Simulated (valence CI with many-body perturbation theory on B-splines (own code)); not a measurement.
## Sb46+ in brief

Calculated by valence CI with perturbative core correlation (CI+MBPT): three valence electrons over a frozen Dirac-Fock core [He], radial functions for each j: 11 s, 11 p, 9 d, 7 f, 5 g, 2 h, 1 i, with the one-electron correlation potential Σ1, the two-electron term Σ2, the three-electron term Σ3, Breit, model QED; selected CI, second order for the rest (own B-spline code, finite nucleus).

The last digits are not significant, and no measured levels were compared; by estimate large intervals hold to a few tenths of a per cent, small ones and those within an open d or f shell to about a per cent.

Levels are named by their leading jj configuration (3d3/2^4 stands for four electrons in 3d with j = 3/2), which in mixed levels can hold well under half, so a name can repeat and another be missing.

Rates and lifetimes use the calculated energies. Strong lines usually hold to 10 to 20 %, long lifetimes can be off by a factor of two.

What is the ground level?

(2s^2 2p1/2) J=1/2, composition 100 % 2s2 2p 2P°, g = 0.644.

What are the static dipole polarisabilities of the lowest levels?

(2s^2 2p1/2) J=1/2 0.000878 bohr³, of which the core gives 1.18e-06.

How well does LS coupling describe the low levels?

Among the lowest 20 levels the leading LS term, summed over configurations, holds 76 % on average. For single configurations the figures are 76 % in LS and 97 % in jj coupling. Terms mix most in the J = 3/2 level at 5018.2 × 10³ cm⁻¹, where the leading one holds 45 %.

Among levels below 42965 × 10³ cm⁻¹, which E1 lines absorb most strongly from the ground level?

to (2s 2p1/2 3p1/2) J=3/2 at 0.2625 nm, f = 0.441; to (2s^2 3d3/2) J=3/2 at 0.2617 nm, f = 0.348; to (2s 2p1/2 3p3/2) J=3/2 at 0.2572 nm, f = 0.194.

What is the ionisation energy?

8135.7 eV; NIST lists 8140 ± 4 eV (theoretical).
